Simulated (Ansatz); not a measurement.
**Question.** Name a neutral molecule of Cl, O, Ti and H with ideal-gas entropy at 298 K and 1 bar (rigid rotor, harmonic PBE0-D4/def2-TZVP) between 376 and 392 J/(mol·K) and HOMO–LUMO gap (PBE0/def2-TZVPP) between 6.65 and 6.95 eV (Ansatz, PBE0-D4/def2-TZVP geometry).

**Answer.** `[OH][Ti]([OH])([OH])[Cl]` (377 J/(mol·K), 6.81 eV). Other molecules can fit too; these were computed, each in one conformer that needn't be the lowest.
